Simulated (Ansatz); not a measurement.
Basis-set extrapolation for C3H9ClSi (`CCC([SiH3])Cl`) (PBE0-D4/def2-TZVP geometry, frozen core, Ansatz). Multiplicity 1, RHF reference.

```json
{"": "HF", "def2-TZVPP": "-867.341818", "def2-QZVPP": "-867.369196"}
{"": "MP2 correlation", "def2-TZVPP": "-0.847937", "def2-QZVPP": "-0.909948"}
{"": "CCSD(T) correlation", "def2-TZVPP": "-0.952563", "def2-QZVPP": "not run"}
```

Energies in hartree. Use E(X) = E(∞) + A·exp(−7.88·√X) for Hartree–Fock and E(X) = E(∞) + B·X^(−2.97) for correlation, with X = 3 and 4, and add CCSD(T) minus MP2 of the smaller set to the MP2 limit.

Q: What is the CCSD(T) energy at the basis-set limit?

A: HF limit: -867.369196 + (-0.027378) × 0.13774 = -867.37297. MP2 limit: -0.909948 + (-0.062011) × 0.74074 = -0.95588. Higher-order term: -0.952563 − (-0.847937) = -0.10463. Total: -868.43348 hartree, 365.2 kJ/mol below CCSD(T)/def2-TZVPP.
